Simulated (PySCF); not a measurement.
[MoNF5]3- (charge -3 and doublet state).
Bonds: Mo1–N2, Mo1–F3, Mo1–F4, Mo1–F5, Mo1–F6, Mo1–F7.

Method: PBE0-D3(BJ)/def2-SVP geometry optimisation, gas phase, def2 core potentials past Kr in PySCF 2.14.0.

Question: How far are the bound atoms from Mo1?

Answer: 6 atoms: N2 1.685 Å, F5 2.058 Å, F6 2.058 Å, F7 2.058 Å, F4 2.058 Å, F3 2.206 Å.

Question: List the angles at Mo1.

Answer: 
```csv
angle,degrees,distance of the outer atoms (Å)
N2–Mo1–F3,179.9,3.89
F6–Mo1–F7,165.8,4.09
F4–Mo1–F5,165.8,4.08
N2–Mo1–F5,97.1,2.82
N2–Mo1–F7,97.1,2.82
N2–Mo1–F6,97.1,2.82
N2–Mo1–F4,97.1,2.82
F4–Mo1–F7,89.2,2.89
F5–Mo1–F6,89.2,2.89
F5–Mo1–F7,89.1,2.89
F4–Mo1–F6,89.1,2.89
F3–Mo1–F5,83.0,2.83
F3–Mo1–F6,82.9,2.83
F3–Mo1–F7,82.9,2.83
F3–Mo1–F4,82.9,2.82
```

Question: What is the shape at Mo1?

Answer: Distorted octahedral: the three widest angles are 179.9°, 165.8° and 165.8°, the others run from 82.9° to 97.1°. The Mo–F distances aren't all alike: 2.058 to 2.206 Å.

Question: What are the rotational constants (commonest isotopes, rigid rotor)?

Answer: A = 1751, B = 1749, C = 1594 MHz: an oblate symmetric top.

Point group: C4v (every atom within 0.08 Å of its image). Charge -3, doublet. ⟨S²⟩ = 0.766 (exact for a doublet: 0.75). Whether so highly charged an anion holds all its electrons in the gas phase wasn't checked; a finite basis holds them in any case. The ion is multiply charged and computed without counter-ions or solvent. No PBE0-D3(BJ)/def2-SVP frequencies stand behind this structure, so it isn't proved a minimum.

The run took 3.6 min wall on x86-64 server, one thread, on a shared host. That covers the optimisation of the geometry.

For an open-shell metal species like this, the optimisation's SCF solution wasn't tested for stability and no frequencies at its level were run, so a lower state or another shape may exist.
